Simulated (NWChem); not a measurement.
System: BH3S2; SMILES SBS

```xyz
6

B      0.0000     0.0000    -0.6847
H      0.0000     0.0000    -1.8733
S     -1.5554     0.0000     0.2349
H     -2.3756     0.0000    -0.8362
S      1.5554     0.0000     0.2349
H      2.3756     0.0000    -0.8362
```
Atoms are numbered in this order, from 1.

Computed with NWChem. Geometry: optimised at B3LYP/6-31G* (spherical d). Vzz is the largest principal value of the second derivative of the potential at the nucleus (NWChem prints the opposite sign); η is the asymmetry. Non-relativistic.

Question: What does the run give for B3LYP/def2-SVP? Quantities: Vzz B1 (a.u.); η B1; Vzz S5 (a.u.); η S5.

Answer: 
```
Property       Result
-------------  ------
Vzz B1 (a.u.)   0.329
η B1             0.33
Vzz S5 (a.u.)   1.730
η S5             0.64
```
